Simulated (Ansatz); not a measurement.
A structure relaxed at PBE0-D4/def2-TZVP, charge 0, multiplicity 1:

```xyz
8

F     1.9748   -2.0689   -0.9202
Si    0.8345   -0.9952   -0.6277
B     0.5366   -0.0017    0.9083
Ge   -1.0061    1.0090    0.3695
H     0.0225   -0.9351   -1.8638
H     1.0899    0.0568    1.9564
H    -1.6708    0.8797   -1.0107
H    -1.7814    2.0554    1.1884
```

**Question.** Give its formula and SMILES.

**Answer.** BFGeH4Si, `F[SiH]1[BH][GeH2]1`.

**Question.** Point group (tolerance 0.08 Å, 0.16 Å for H)?

**Answer.** Cs.

**Question.** Summarise the bond lengths by kind.

**Answer.** 1 × F–Si 1.593 Å; 1 × B–Si 1.853 Å; 1 × Ge–Si 2.898 Å; 1 × H–Si 1.480 Å; 1 × B–Ge 1.921 Å; 1 × B–H 1.187 Å; 2 × Ge–H 1.537 to 1.538 Å.

Computed with Ansatz.
